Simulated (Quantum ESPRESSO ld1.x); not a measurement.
Problem. Br+, configuration [Ar] 3d10 4s2 4p4. Method: Dirac Kohn-Sham, relativistic LDA (MacDonald-Vosko exchange, VWN5 correlation), spin-unpolarised, spherical densities, point nucleus; open shells are shared between the two j in proportion to 2j + 1; computed with ld1.x of Quantum ESPRESSO 7.5. Some entries of the table are withheld. Estimate them.

orbital     occ.  eigenvalue (hartree)  <r^2> (bohr^2)  r(max) (bohr)
1s1/2          2              -487.183        0.002477          0.028
2s1/2          2              -63.8193         0.04255          0.160
2p1/2          2              -57.6186         0.03264          0.126
2p3/2          4              -55.8856         0.03408          0.129
3s1/2          2              -9.10421          0.3522          0.485
3p1/2          2              -6.93693          0.3653          0.477
3p3/2          4              -6.68656          0.3791          0.485
3d3/2          4              -2.89880          0.4290            (1)
3d5/2          6              -2.85887          0.4350            (2)
4s1/2          2              -1.12228             (3)           1.41
4p1/2    1.33333              -0.66238           4.332           1.60
4p3/2    2.66667              -0.64095           4.502           1.62

Solution. 
(1) 3d3/2 r(max) (bohr): 0.427
(2) 3d5/2 r(max) (bohr): 0.430
(3) 4s1/2 <r^2> (bohr^2): 3.040
